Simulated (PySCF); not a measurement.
System: C₂H₁₁OSi₂ (charge +1, singlet). It need not be the lowest isomer of its formula. SMILES: C[SiH](C)[OH+][SiH3]
Structure (B3LYP-D3(BJ)/def2-TZVP (Ansatz) minimum search):
```xyz
16

Si    -0.8570    -0.0970    -0.4704
C     -1.5062     1.5692    -0.9106
C     -1.9624    -1.2045     0.5006
O      0.5721     0.2230     0.6199
Si     2.2682    -0.2181     0.3116
H     -0.0922    -0.7658    -1.5374
H     -2.3297     1.4556    -1.6212
H     -0.7447     2.1913    -1.3829
H     -1.9028     2.0948    -0.0391
H     -1.4534    -2.1183     0.8104
H     -2.3636    -0.7051     1.3853
H     -2.8145    -1.4935    -0.1211
H      2.2420    -1.6781     0.1775
H      2.9312     0.2837     1.5212
H      2.6078     0.4944    -0.9241
H      0.3976     0.6810     1.4555
```
Charge +1, spin multiplicity 1.

Dispersion corrections to the total energy (kcal/mol) from the dftd3 and dftd4 libraries through PySCF: D3(BJ) without and D4 with the three-body term, each with the damping fitted for the functional named.

```
functional  D3(BJ)      D4
----------  ------  ------
LC-wPBE      -8.13   -7.90
PBE0         -7.35   -6.06
CAM-B3LYP    -6.92     ___
r2SCAN       -2.50   -1.85
TPSSh        -9.79   -8.70
BP86        -13.65     ___
HF             ___  -23.86
```

Task: Some entries are withheld; supply them.

Result: 
- CAM-B3LYP, D4: -6.19
- BP86, D4: -9.68
- HF, D3(BJ): -59.84
